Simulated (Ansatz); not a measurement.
A nudged elastic band was laid between two geometries of F + F4H2O2W (10 atoms, charge 0, multiplicity 2).

The calculation used UKS PBE/def2-SVP in Ansatz.

| Item | Value |
| --- | --- |
| movable images | 7 |
| climbing image | yes |
| spring | 5.0 eV/Å² |
| optimiser | quadratic models (default) |
| start path | through a guess of the saddle point |
| force threshold | 0.05 eV/Å |
| iteration limit | 60 |
| end points | relaxed |

Image 0:

```xyz
10
Properties=species:S:1:pos:R:3
W -0.013 0.160 -0.048
F 0.110 0.411 1.942
F 1.859 0.356 -0.074
F -0.082 2.037 0.140
F -1.884 0.225 -0.029
O 0.039 -1.593 0.489
H 0.083 -1.766 1.514
O 0.030 -0.053 -1.889
H 0.627 0.004 -2.656
F 0.141 -1.354 2.905
```

Image 8:

```xyz
10
Properties=species:S:1:pos:R:3
W 0.096 0.119 -0.051
F -0.016 0.425 1.933
F 1.955 0.339 0.102
F 0.011 2.004 0.063
F -1.782 0.182 -0.078
O 0.142 -1.618 0.523
H 0.101 -1.770 1.556
O 0.190 -0.115 -1.876
H 0.191 0.184 -2.801
F 0.021 -1.325 2.925
```

What changes between the two ends?

No bond is made or broken.

What energy profile does the band end with?

The forces met the threshold. The highest image is number 7 of 0 to 8, 0.006 eV above the first end and 0.000 eV above the last; the last end lies 0.005 eV above the first. The top lies less than 8 meV above the higher end, about what the thresholds resolve: that end is a shoulder or a very shallow well. A vibrational analysis at the climbing image gives one clearly imaginary mode, 61i cm⁻¹: a first-order saddle point.

| image | path coordinate (Å) | energy (eV) |
| --- | --- | --- |
| 0 | 0.00 | 0.000 |
| 1 | 0.10 | 0.001 |
| 2 | 0.20 | 0.002 |
| 3 | 0.30 | 0.003 |
| 4 | 0.39 | 0.004 |
| 5 | 0.49 | 0.005 |
| 6 | 0.59 | 0.006 |
| 7 | 0.69 | 0.006 |
| 8 | 0.85 | 0.005 |

What is the geometry of the highest image?


```xyz
10
Properties=species:S:1:pos:R:3
W 0.074 0.110 -0.055
F 0.049 0.427 1.934
F 1.941 0.304 0.039
F 0.019 1.996 0.061
F -1.802 0.199 -0.032
O 0.106 -1.622 0.525
H 0.080 -1.766 1.564
O 0.129 -0.125 -1.885
H 0.285 0.227 -2.778
F 0.028 -1.325 2.920
```

The band took 31 iterations and of the order of 50 core-minutes.

Time of the run: 13 min on 4 threads of Arm Neoverse V2 (shared host), peak memory 0.31 GiB.
